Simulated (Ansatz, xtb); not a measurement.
Two isomers of C5H6N2Si

We compare I, `C#Cc1cnn([SiH3])c1`, a singlet, with II, `C#Cc1ccnn1[SiH3]`, a singlet. Both are isolated molecules in the gas phase, relaxed with PBE-D3(BJ)/def2-SVP.

Q: Estimate E(II) − E(I) at the level CCSD(T)/def2-SVP + ΔMP2/def2-TZVPP.

A: CCSD(T)/def2-SVP + ΔMP2/def2-TZVPP gives E(II) − E(I) = +2.38 kJ/mol, slightly favouring structure I, which is too small a margin to settle the true order.

Level by level:

| level | geometry | E(II) − E(I) (kJ/mol) | departure from the last row (kJ/mol) | job, with rough time for the two |
| --- | --- | --- | --- | --- |
| GFN2-xTB | GFN2-xTB | −4.39 | −6.77 | optimisation, 0.66 s |
| HF/STO-3G | GFN2-xTB | +3.08 | +0.69 | single point, 2 s |
| r2SCAN-D4/def2-SVP | GFN2-xTB | +0.90 | −1.49 | single point, 11 s |
| PBE-D3(BJ)/def2-SVP | PBE-D3(BJ)/def2-SVP | −0.30 | −2.69 | optimisation, 79 s |
| HF/def2-SVP | PBE-D3(BJ)/def2-SVP | +13.04 | +10.66 | part of the CCSD(T) run |
| MP2/def2-SVP | PBE-D3(BJ)/def2-SVP | +0.14 | −2.24 | part of the CCSD(T) run |
| CCSD(T)/def2-SVP | PBE-D3(BJ)/def2-SVP | +5.12 | +2.74 | single point |
| CCSD(T)/def2-SVP + ΔMP2/def2-TZVPP | PBE-D3(BJ)/def2-SVP | +2.38 |  | single point, 4.3 min |

As drawn, both hold the same kinds of bond in the same numbers.

The largest departure from CCSD(T)/def2-SVP + ΔMP2/def2-TZVPP is that of HF/def2-SVP, 10.66 kJ/mol. The last row adds to CCSD(T) the change of the MP2 difference between the two basis sets, here −2.74 kJ/mol.

With thermal terms from frequencies at re-optimised GFN2-xTB minima (ideal gas, soft modes damped towards free rotors, one conformer each, 298.15 K, 1 atm): on the last row, ΔE + ΔZPE = +2.78, ΔH = +2.42, ΔG = +3.67 kJ/mol.

The correlated steps freeze 12 core orbitals. Run with Ansatz 0.2.0, xtb 6.7.1; the last row on 2 threads of Intel(R) Xeon(R) Processor @ 2.50GHz (Skylake/Cascade Lake) on a shared host.
